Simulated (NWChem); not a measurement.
System: CH4AlFO; SMILES [CH3][Al]([OH])[F]

Input file for NWChem:

```
start job
memory heap 200 mb stack 900 mb global 1100 mb
geometry units angstroms noautosym
  Al     0.094625    -0.016143     0.004035
  F     -1.271812    -0.974077    -0.020146
  C     -0.022005     1.911851    -0.000131
  H      0.213091     2.303055    -1.055041
  H      0.756890     2.357413     0.715766
  H     -1.063327     2.268715     0.296499
  O      1.601885    -0.793104     0.018061
  H      1.743804    -1.740820     0.004094
end
basis spherical
  * library def2-svp
end
dft
  xc pbe0
  grid fine
  iterations 150
end
driver
  maxiter 120
  tight
end
task dft optimize
task dft freq
```

Parts of the log:

```
             Northwest Computational Chemistry Package (NWChem) 7.3.0
             --------------------------------------------------------

                             Geometry "geometry" -> ""
                             -------------------------

 Output coordinates in angstroms (scale by  1.889725989 to convert to a.u.)

  No.       Tag          Charge          X              Y              Z
 ---- ---------------- ---------- -------------- -------------- --------------
    1 Al                  13.0000    -0.00830812    -0.04959512     0.00463097
    2 F                    9.0000    -1.37474513    -1.00752913    -0.01955003
    3 C                    6.0000    -0.12493813     1.87839888     0.00046497
    4 H                    1.0000     0.11015788     2.26960288    -1.05444503
    5 H                    1.0000     0.65395688     2.32396088     0.71636198
    6 H                    1.0000    -1.16626013     2.23526288     0.29709498
    7 O                    8.0000     1.49895188    -0.82655613     0.01865698
    8 H                    1.0000     1.64087088    -1.77427213     0.00468997

 Effective nuclear repulsion energy (a.u.)     155.8944360511

                                Z-matrix (autoz)
                                --------

 Units are Angstrom for bonds and degrees for angles

[...]

      ----------------------
      Optimization converged
      ----------------------

  Step       Energy      Delta E   Gmax     Grms     Xrms     Xmax
  ---- ---------------- -------- -------- -------- -------- --------
@   41    -457.56483933  3.9D-10  0.00000  0.00000  0.00002  0.00005
                                     ok       ok       ok       ok

                                Z-matrix (autoz)
                                --------

 Units are Angstrom for bonds and degrees for angles

[...]

 Rotational Constants
 --------------------
 A=   0.216315 cm-1  (  0.311221 K)
 B=   0.182307 cm-1  (  0.262293 K)
 C=   0.100797 cm-1  (  0.145021 K)

 Temperature                      =   298.15K
 frequency scaling parameter      =   1.0000

 Zero-Point correction to Energy  =   32.670 kcal/mol  (  0.052063 au)
 Thermal correction to Energy     =   36.624 kcal/mol  (  0.058363 au)
 Thermal correction to Enthalpy   =   37.216 kcal/mol  (  0.059307 au)

 Total Entropy                    =   78.370 cal/mol-K
   - Translational                =   38.960 cal/mol-K (mol. weight =  78.0061)
   - Rotational                   =   25.498 cal/mol-K (symmetry #  =        1)
   - Vibrational                  =   13.912 cal/mol-K

 Cv (constant volume heat capacity) =   20.099 cal/mol-K
   - Translational                  =    2.979 cal/mol-K
   - Rotational                     =    2.979 cal/mol-K
   - Vibrational                    =   14.140 cal/mol-K

[normal modes left out]

 ----------------------------------------------------------------------------
 Normal Eigenvalue ||           Projected Infra Red Intensities
  Mode   [cm**-1]  || [atomic units] [(debye/angs)**2] [(KM/mol)] [arbitrary]
 ------ ---------- || -------------- ----------------- ---------- -----------
    1       -0.000 ||    0.000028           0.001         0.027       0.007
    2       -0.000 ||    0.000008           0.000         0.007       0.002
    3       -0.000 ||    0.000105           0.002         0.102       0.026
    4       -0.000 ||    0.000073           0.002         0.071       0.018
    5        0.000 ||    0.000132           0.003         0.128       0.033
    6        0.000 ||    0.000024           0.001         0.024       0.006
    7       44.422 ||    0.000263           0.006         0.257       0.067
    8      183.849 ||    0.001218           0.028         1.187       0.308
    9      237.575 ||    0.019035           0.439        18.557       4.812
   10      240.729 ||    0.050398           1.163        49.130      12.741
   11      391.158 ||    0.180643           4.168       176.100      45.669
   12      570.695 ||    0.135321           3.122       131.918      34.211
   13      603.447 ||    0.002385           0.055         2.325       0.603
   14      668.353 ||    0.064342           1.484        62.724      16.267
   15      695.362 ||    0.042792           0.987        41.716      10.818
   16      852.616 ||    0.151575           3.497       147.763      38.320
   17      938.714 ||    0.155048           3.577       151.148      39.198
   18     1216.504 ||    0.031502           0.727        30.709       7.964
   19     1422.663 ||    0.002566           0.059         2.501       0.649
   20     1425.827 ||    0.002300           0.053         2.242       0.582
   21     3057.786 ||    0.000792           0.018         0.772       0.200
   22     3154.711 ||    0.001377           0.032         1.342       0.348
   23     3174.318 ||    0.001378           0.032         1.343       0.348
   24     3985.182 ||    0.106015           2.446       103.348      26.802
 ----------------------------------------------------------------------------
```

Level: PBE0/def2-SVP.
